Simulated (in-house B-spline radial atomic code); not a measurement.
Results of a calculation; reference values are marked as such.
# Weak and strong correlation along the adiabatic connection

Two-electron singlets in several external potentials (atomic units), by full CI in B-splines with partial waves to l = 8 (correlation energies up to 0.6 % small). The repulsion is scaled by λ at fixed density; W(λ) is the mean repulsion less the Hartree energy, W(0) = E_x, and the area under W from 0 to 1 is E_xc.

Relative drop (W(λ) − E_x)/E_x:

```
                            system  λ = 0.12  λ = 0.25  λ = 0.4  λ = 0.6  λ = 0.8   λ = 1
      −Z/r, Z = 1, wall at 12 bohr    0.0336    0.0645   0.0945   0.1271   0.1535  0.1751
                    −Z/r, Z = 7.75    0.0024    0.0050   0.0079   0.0118   0.0155  0.0193
  ω²r²/2 − Z/r, ω = 0.429, Z = 0.5    0.0195    0.0385   0.0581   0.0811   0.1010  0.1184
       −Z/r, Z = 2, wall at 1 bohr    0.0057    0.0117   0.0184   0.0269   0.0351  0.0429
−V exp(−r²/w²), V = 4.57, w = 2.64    0.0156    0.0312   0.0478   0.0676   0.0852  0.1010
   ω²r²/2 − Z/r, ω = 0.302, Z = -1    0.0432    0.0814   0.1169   0.1534   0.1811  0.2028
−Z/r, Z = 0.823, wall at 1.51 bohr    0.0097    0.0197   0.0306   0.0442   0.0569  0.0686
```

Q: Order the systems by how far second-order (GL2) theory, half the initial slope (estimated from the first points of each curve), overshoots the correlation energy, least first.
A. ω²r²/2 − Z/r, ω = 0.429, Z = 0.5
B. −Z/r, Z = 7.75
C. −Z/r, Z = 2, wall at 1 bohr
D. ω²r²/2 − Z/r, ω = 0.302, Z = -1
E. −Z/r, Z = 1, wall at 12 bohr
F. −Z/r, Z = 0.823, wall at 1.51 bohr
G. −V exp(−r²/w²), V = 4.57, w = 2.64

A: B (GL2/E_c = 1.03), C (GL2/E_c = 1.08), F (GL2/E_c = 1.14), G (GL2/E_c = 1.22), A (GL2/E_c = 1.28), E (GL2/E_c = 1.45), D (GL2/E_c = 1.58).

Q: What else changes along this order?

A: The ratio follows the bend of the curve. With it the leading natural occupation goes from 1.999 to 1.862 and −T_c/E_c from 0.97 to 0.62 between the first and the last.
